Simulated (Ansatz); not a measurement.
**Question.** Name a neutral molecule of B, C, O, Si and H with HOMO–LUMO gap (PBE/def2-TZVPP) between 5.25 and 5.55 eV and HOMO energy (PBE0/def2-TZVPP) between -8.60 and -8.30 eV (Ansatz, PBE0-D4/def2-TZVP geometry).

**Answer.** `BO[SiH2]C#C` (5.26 eV, -8.46 eV); `BO[SiH2]C` (5.31 eV, -8.31 eV). Other molecules can fit too; these were computed, each in one conformer that needn't be the lowest.
